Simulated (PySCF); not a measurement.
# SbO⁺ at LC-ωPBE

Level: LC-ωPBE. PySCF, scalar-relativistic core potentials, basis sets Sb def2-SVPD with ECP28, O def2-SVPD.

| Item | Value |
| --- | --- |
| state | ¹Σ⁺ (singlet), closed shell |
| bond length | 176.3 pm |
| harmonic wavenumber | 1012 cm⁻¹ |
| force constant | 8.52 mdyn/Å |
| rotational constant Be | 0.3839 cm⁻¹ |
| anharmonicity ωexe | 2.75 cm⁻¹ |
| vibration–rotation constant αe | 0.00163 cm⁻¹ |
| well depth De to Sb⁺ + O | 101.3 kcal/mol |
| dissociation energy D0 | 99.9 kcal/mol |
| HOMO–LUMO gap | 11.00 eV |
| bond order (Mayer) | 2.01 |
| dipole moment (positive dipole points towards O; it is taken about the centre of mass and depends on that origin) | -3.86 D |

These are scalar-relativistic numbers at best; spin–orbit coupling would shift them, the dissociation energy most. For an ion De counts to the pair picked by the measured ionisation energies or electron affinities, which need not be the lowest pair at this level.
